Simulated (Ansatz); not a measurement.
Single points on the cluster Cs₂F₂.

```yaml
crystal:
  periodic: [false, false, false]
  atoms:
    - {symbol: Cs, position_ang: [-0.628831, 1.428283, -1.313569]}
    - {symbol: Cs, position_ang: [0.630625, -1.428618, 1.312294]}
    - {symbol: F, position_ang: [-0.842017, -1.132830, -0.828475]}
    - {symbol: F, position_ang: [0.840223, 1.133155, 0.829751]}
basis:
  gaussian: {orbitals: def2-TZVP, initial_orbitals: start.molden}
magnetization: {spin_polarized: true, initial_magnetization: 0}
hamiltonian: {xc: r2scan, dispersion: d4}
scf: {omitted_lower_state_checks: [starts]}
output: {orbitals: {seedname: orbitals}}
```

The file start.molden holds the orbitals of an earlier run on this structure, at another level or in another basis.

```sh
$ ansatz run in.yaml --threads 4 --pin off --events-out ev --progress --plain --max-ram 3916MiB
```

It prints (some lines left out):

```
Functional definition: r2SCAN
948 factors; their error is unknown
mean field evaluation 1: about -6536.0811 eV, gradient 2.5e0 eV
mean field evaluation 2: about -6536.0957 eV, gradient 2.1e-2 eV
mean field evaluation 4: about -6536.0922 eV, gradient 2.8e-5 eV
mean field -6536.09220726 eV, -240.1969582942 hartree, gradient 8.6e-6 eV, S^2 0.000000; 0 other end points of the search recorded, 0 dependent functions left out
reference -6536.09228960 eV, -240.1969613202 hartree; 18, 18 occupied and 102, 102 virtual orbitals, 948 factors
Total energy: -6536.10330640 eV, -240.1973661804 hartree
Checks for a lower state left out: starts
```

Run time 3.8 s (4 threads of Arm Neoverse V2 on a shared host).

First input, but with `hamiltonian: {xc: pbe0, dispersion: d4}` and without the key `scf` (abridged; 3 s):

```
Functional definition: PBE0
mean field evaluation 16: about -6532.3487 eV, gradient 4.1e-2 eV
mean field -6532.37861110 eV, -240.0604861527 hartree, gradient 1.3e-5 eV, S^2 0.000000; 1 other end points of the search recorded, 0 dependent functions left out
Total energy: -6532.42950698 eV, -240.0623565417 hartree
```

First input, but with `hamiltonian: {xc: pbe, dispersion: d4}` (abridged; 2 s):

```
Functional definition: PBE
mean field -6532.97239257 eV, -240.0823072192 hartree, gradient 2.1e-5 eV, S^2 0.000000
Total energy: -6533.03201508 eV, -240.0844983060 hartree
Checks for a lower state left out: starts
```

Geometry: PBE0-D4/def2-TZVP, that of the neutral singlet.

In the def2 sets Cs takes a core potential; there is no spin–orbit coupling. The structure comes from a short search, and lower isomers may exist.
